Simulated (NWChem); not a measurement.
Molecule: C₃H₅FO; SMILES CO/C=C/F

```xyz
10

C     -0.2917     2.2528    -0.0974
O      0.4760     1.1221     0.2167
C     -0.1949    -0.0483     0.2027
C      0.4095    -1.1928    -0.1174
F     -0.2392    -2.3554    -0.0423
H      0.3472     3.1335     0.0489
H     -1.1735     2.3414     0.5645
H     -0.6406     2.2345    -1.1457
H     -1.2509    -0.0403     0.5063
H      1.4532    -1.2712    -0.4314
```
Atoms are numbered in this order, from 1.

Level: PBE0/def2-SVP (NWChem), optimised geometry, unscaled harmonic frequencies. 

```json
[
 {"frequency (cm⁻¹)": "82", "IR intensity (km/mol)": "4.0"},
 {"frequency (cm⁻¹)": "176", "IR intensity (km/mol)": "0.4"},
 {"frequency (cm⁻¹)": "207", "IR intensity (km/mol)": "1.2"},
 {"frequency (cm⁻¹)": "357", "IR intensity (km/mol)": "9.2"},
 {"frequency (cm⁻¹)": "463", "IR intensity (km/mol)": "6.0"},
 {"frequency (cm⁻¹)": "536", "IR intensity (km/mol)": "5.1"},
 {"frequency (cm⁻¹)": "833", "IR intensity (km/mol)": "8.0"},
 {"frequency (cm⁻¹)": "925", "IR intensity (km/mol)": "54.6"},
 {"frequency (cm⁻¹)": "1075", "IR intensity (km/mol)": "25.7"},
 {"frequency (cm⁻¹)": "1177", "IR intensity (km/mol)": "10.2"},
 {"frequency (cm⁻¹)": "1178", "IR intensity (km/mol)": "7.6"},
 {"frequency (cm⁻¹)": "1214", "IR intensity (km/mol)": "150.3"},
 {"frequency (cm⁻¹)": "1286", "IR intensity (km/mol)": "59.4"},
 {"frequency (cm⁻¹)": "1297", "IR intensity (km/mol)": "9.1"},
 {"frequency (cm⁻¹)": "1327", "IR intensity (km/mol)": "320.7"},
 {"frequency (cm⁻¹)": "1461", "IR intensity (km/mol)": "12.2"},
 {"frequency (cm⁻¹)": "1472", "IR intensity (km/mol)": "3.5"},
 {"frequency (cm⁻¹)": "1481", "IR intensity (km/mol)": "15.0"},
 {"frequency (cm⁻¹)": "1805", "IR intensity (km/mol)": "2.9"},
 {"frequency (cm⁻¹)": "3015", "IR intensity (km/mol)": "65.4"},
 {"frequency (cm⁻¹)": "3094", "IR intensity (km/mol)": "41.0"},
 {"frequency (cm⁻¹)": "3160", "IR intensity (km/mol)": "15.7"},
 {"frequency (cm⁻¹)": "3177", "IR intensity (km/mol)": "13.8"},
 {"frequency (cm⁻¹)": "3239", "IR intensity (km/mol)": "6.6"}
]
```

The zero-point energy comes out as 48.6 kcal/mol and the thermal correction to the enthalpy at 298.15 K (with zero-point energy) comes out as 52.9 kcal/mol. The heat capacity Cv is 18.4 cal/(mol K), the entropy at 298.15 K and 1 atm (symmetry number 1) comes out as 75.5 cal/(mol K) and the dipole moment is 2.09 D.

Rigid rotor and harmonic oscillator; modes under 100 cm⁻¹ make the entropy uncertain.
